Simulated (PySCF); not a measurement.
Isomers of C4H7FOSi, mass 118.025 u with the commonest isotopes. Computed with wB97X-D/def2-SVPD in PySCF (dipole) on a GFN2-xTB geometry, gas phase. One conformer each, none proved a minimum here; rigid rotors.

Question: Order these by radius of gyration √(Σ m r²/M), largest first.
A. `[CH3:1]/[C:2]([CH:3]=[O:4])=[CH:5]\[SiH2:6][F:7]` with C1–C2–C3–O4 0°, C2–C5–Si6–F7 180°
B. `[CH3:1][O:2][Si@@H:3]1[CH2:4][CH:5]=[C:6]1[F:7]` with C1–O2–Si3–C4 173°
C. `[CH2:1]=[C:2]1[CH2:3][C@H:4]1[O:5][SiH2:6][F:7]` with C3–C4–O5–Si6 147°, C4–O5–Si6–F7 64°

Answer: A (2.318 Å), C (2.070 Å), B (1.959 Å).

Question: Order these by rotational constant B, smallest first.
A. `[CH2:1]=[C:2]1[CH2:3][C@H:4]1[O:5][SiH2:6][F:7]` with C3–C4–O5–Si6 147°, C4–O5–Si6–F7 64°
B. `[CH3:1][O:2][Si@@H:3]1[CH2:4][CH:5]=[C:6]1[F:7]` with C1–O2–Si3–C4 173°
C. `[CH3:1]/[C:2]([CH:3]=[O:4])=[CH:5]\[SiH2:6][F:7]` with C1–C2–C3–O4 0°, C2–C5–Si6–F7 180°

Answer: C (906.2 MHz), A (1179 MHz), B (1537 MHz).

Question: Order these by rotational constant C, largest first.
A. `[CH3:1]/[C:2]([CH:3]=[O:4])=[CH:5]\[SiH2:6][F:7]` with C1–C2–C3–O4 0°, C2–C5–Si6–F7 180°
B. `[CH2:1]=[C:2]1[CH2:3][C@H:4]1[O:5][SiH2:6][F:7]` with C3–C4–O5–Si6 147°, C4–O5–Si6–F7 64°
C. `[CH3:1][O:2][Si@@H:3]1[CH2:4][CH:5]=[C:6]1[F:7]` with C1–O2–Si3–C4 173°

Answer: C (1170 MHz), B (1069 MHz), A (802.4 MHz).

```
             SMILES  point group  Ia (u·Å²)  Ib (u·Å²)  Ic (u·Å²)      κ  μa (D)  μb (D)  μc (D)
 C/C(C=O)=C\[SiH2]F           Cs      81.28     557.69     629.83  -0.96    1.23    1.04    0.01
   CO[Si@@H]1CC=C1F           C1     145.39     328.91     431.94  -0.68    1.66    0.73    0.39
C=C1C[C@H]1O[SiH2]F           C1     109.64     428.58     472.76  -0.94    1.67    0.34    0.66
```
